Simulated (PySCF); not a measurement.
Bonds to the group Y in Y-Sn(OCH3)3. Gas-phase values, no solvent. Each species was relaxed from one start; no search for lower structures was made at this level. In the def2 sets, heavy atoms carry core potentials. Strings in code marks are SMILES.

The numbers are results of PBE0-D3(BJ)/def2-SVP in PySCF, not measurements. All candidates: neutral, multiplicity 1. Excitations are Tamm–Dancoff values on a coarser integration grid. The basis has no diffuse functions, so Rydberg states are missing or too high.

The S1 excitation (TDA) is 5.44 eV and the brightest of the four lowest singlets (TDA) comes out as 6.22 eV. The LUMO comes out as -0.51 eV.

Question: Name which member has these values.
A) `C=CC[CH2][Sn]([O]C)([O]C)[O]C`
B) `C[O][Sn]([CH2]c1ccccc1)([O]C)[O]C`
C) `C[O][Sn]([CH2]C(F)(F)F)([O]C)[O]C`
D) `C[O][Sn]([O]C)([O]C)[C](C)(C)C`

Answer: A, `C=CC[CH2][Sn]([O]C)([O]C)[O]C`. The others give `C[O][Sn]([O]C)([O]C)[C](C)(C)C`: 5.34 eV, 5.38 eV, -0.58 eV; `C[O][Sn]([CH2]C(F)(F)F)([O]C)[O]C`: 5.29 eV, 6.15 eV, -0.93 eV; `C[O][Sn]([CH2]c1ccccc1)([O]C)[O]C`: 5.08 eV, 5.08 eV, -0.97 eV
